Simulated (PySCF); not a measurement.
Calculated properties of (NaF)4 ring (Na4F4)

(NaF)4 ring, Na₄F₄.
Z-matrix (Å and degrees, PBE0-D3(BJ)/def2-SVP geometry), rows numbered from 1:
```
Na
F   1  2.0128
Na  2  2.0137  1  133.02
F   3  2.0135  2  137.96  1    -0.12
Na  4  2.0158  3  134.07  2    -0.64
F   5  2.0128  4  134.79  3     1.39
Na  6  2.0131  5  133.02  4    -1.43
F   7  2.0130  6  138.35  5     0.52
```

PBE0-D3(BJ)/def2-SVP geometry optimisation, gas phase (PySCF):

- Rotational constants A, B, C: 0.889, 0.853, 0.435 GHz

From PBE0/def2-SVPD ground state and vertical TDDFT (core frozen in the response) (PySCF):

* Dipole moment: 0.05 D
* HOMO energy: -8.24 eV
* LUMO energy: -0.42 eV
* HOMO–LUMO gap: 7.82 eV
* Lowest singlet excitation: 6.75 eV (184 nm, f = 0.000 summed over 2 states within 0.01 eV)
* Lowest triplet excitation (Tamm–Dancoff): 6.65 eV
* Static isotropic polarisability: 37.8 au
* Electronic spatial extent ⟨r²⟩ about the centre of nuclear charge: 2062 bohr²

**KT2/pcSseg-1 ground state and GIAO shieldings, non-relativistic (PySCF)**

* Isotropic shieldings of nuclei other than C and H, by class: 529 (F2/F4/F6/F8), 557 (Na1/Na3/Na5/Na7) ppm

From delta-SCF UKS SCAN, pcX-2 on the ionised atom, pcseg-1 elsewhere, spin-free X2C (PySCF):

* Core binding energies: F1s 688.5 (F2/F4/F6/F8), Na1s 1077.4 (Na1/Na3/Na5/Na7) eV

Monoisotopic mass from the formula: 167.9527 u.

The largest Löwdin shares of the LUMO are 0.24 on Na5, 0.24 on Na1, 0.24 on Na3 and 0.24 on Na7. The vertical singlet–triplet gap S1 − T1 is 0.10 eV (TDDFT singlet less Tamm–Dancoff triplet). The principal polarisabilities are 36.4, 38.5 and 38.5 au; their mean is the isotropic value. The rotational constants make it an asymmetric top with κ = (2B − A − C)/(A − C) = 0.84, nearer the oblate limit (+1). With B = h/(8π²I), that is 505.379 GHz u Å² over I, the principal moments of inertia are 568.5, 592.3 and 1160.8 u Å² (most abundant isotopes); the inertial defect Ic − Ia − Ib is 0.0 u Å² (zero for a rigid planar frame, negative otherwise). No computed singlet falls in the visible range (750 to 380 nm, 1.65 to 3.26 eV); S1 lies 3.49 eV above its blue end.

One conformer stands for the species.
